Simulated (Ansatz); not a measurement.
CH5ClFNSi (`FCN[SiH2]Cl`). Total charge 0; spin multiplicity 1. All single points use the PBE0-D4/def2-TZVP geometry. It is one conformer, not always the lowest.

```xyz
10

F     0.987    1.248   -1.728
C    -0.163    0.955   -1.000
N     0.144    0.525    0.306
Si    0.168   -1.102    0.829
Cl   -1.641   -1.728    1.602
H    -0.761    1.870   -0.998
H    -0.689    0.168   -1.546
H     0.364    1.264    0.954
H     0.438   -1.960   -0.342
H     1.153   -1.240    1.922
```

**Question.** What is the dipole moment at r2SCAN/def2-TZVPP? (An estimate is asked.)

**Answer.** Computed: 1.14 D, with components (-0.17, 0.97, 0.57) D in this frame, pointing from negative to positive charge.

**Question.** And with PBE, B3LYP, ωB97M-V? (An estimate is asked.)

**Answer.** Ansatz gave: PBE 1.13 D, B3LYP 1.11 D, ωB97M-V 1.12 D.

**Question.** Give the Mulliken charges with r2SCAN, PBE, B3LYP in def2-TZVPP. (Estimate.)

**Answer.** The calculation gave: 
```tsv
atom	r2SCAN	PBE	B3LYP
F1	-0.24	-0.20	-0.25
C2	0.22	0.06	0.12
N3	-0.33	-0.23	-0.28
Si4	0.51	0.39	0.48
Cl5	-0.27	-0.23	-0.26
H6	0.05	0.09	0.10
H7	0.04	0.08	0.09
H8	0.15	0.14	0.13
H9	-0.06	-0.05	-0.06
H10	-0.07	-0.05	-0.06
```

B3LYP here is the variant with VWN-RPA as its local correlation; programs differ in this.
